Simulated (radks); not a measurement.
Results of a calculation; reference values are marked as such.
Mean orbital radii <r> (bohr) of the iridium ion Ir+, [Xe] 4f14 5d7 6s1, at several levels of relativity; Dirac values are averaged over j with weights 2j + 1. Spin-unpolarised spherical Kohn-Sham, LDA (Slater exchange, Perdew-Wang correlation), point nucleus unless stated (finite: rms radius 5.4032 fm), a radial shooting solver on a logarithmic mesh with Libxc functionals. A level marked "c x" has the speed of light scaled by that factor and shares open shells by 2j + 1; other Dirac levels either fill j = l - 1/2 first or share by 2j + 1.

shell,non-rel.,scalar-rel.,"Dirac, low j first","Dirac, c x 1.25","change of magnitude, last against first (%)"
3p,0.2002,0.1914,0.1904,0.1940,-3.08
3d,0.1750,0.1733,0.1733,0.1739,-0.65
4s,0.4649,0.4236,0.4234,0.4391,-5.56
4p,0.4700,0.4508,0.4494,0.4570,-2.77
4d,0.4811,0.4787,0.4789,0.4796,-0.31
5s,1.077,0.9769,0.9781,1.015,-5.71
4f,0.5214,0.5352,0.5359,0.5302,+1.69
5p,1.178,1.133,1.131,1.148,-2.53
5d,1.633,1.672,1.679,1.658,+1.55
6s,2.987,2.686,2.692,2.802,-6.20
6p (empty),3.706,3.572,3.567,3.614,-2.47
7s (empty),7.351,6.842,6.854,7.048,-4.13
